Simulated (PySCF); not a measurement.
# Vibration and rotation of ZrN⁺

UHF-CCSD(T) constants of ZrN⁺, singlet, unpaired electrons σ ↑, δ ↓ (PySCF, scalar-relativistic core potentials, basis sets Zr def2-TZVPPD with ECP28, N def2-TZVPPD; masses 89.9047 and 14.0031 u):

```
ωe                      : 950.4 cm⁻¹
ωexe                    : 6.71 cm⁻¹
Be                      : 0.45024 cm⁻¹
αe                      : 0.00287 cm⁻¹
De to Zr⁺ (4d2 5s1) + N : 3.78 eV
```

(1) What force constant and bond length do these constants imply?

(2) Estimate the centrifugal constant D from the Kratzer relation and find the Dunham coefficient a1.

Correlated steps freeze 1 core orbital. Spin–orbit coupling is left out, which matters for elements this heavy, above all for dissociation energies. For an ion De counts to the pair picked by the measured ionisation energies or electron affinities, which need not be the lowest pair at this level. The CCSD T1 diagnostic is raised, a sign that a single reference may not be enough here. With d or f electrons several states lie close, and the lowest PBE0 determinant need not be the measured ground state.

Results:

(1) Reduced mass μred = 12.116 u; k = 5.8918×10⁻⁷·μred·ωe² (u, cm⁻¹, mdyn/Å) = 6.45 mdyn/Å; Re = √(16.8576/(μred·Be)) (u, cm⁻¹, Å) = 1.758 Å.

(2) D = 4Be³/ωe² = 4.04e-07 cm⁻¹; a1 = −1 − αeωe/(6Be²) = -3.24.
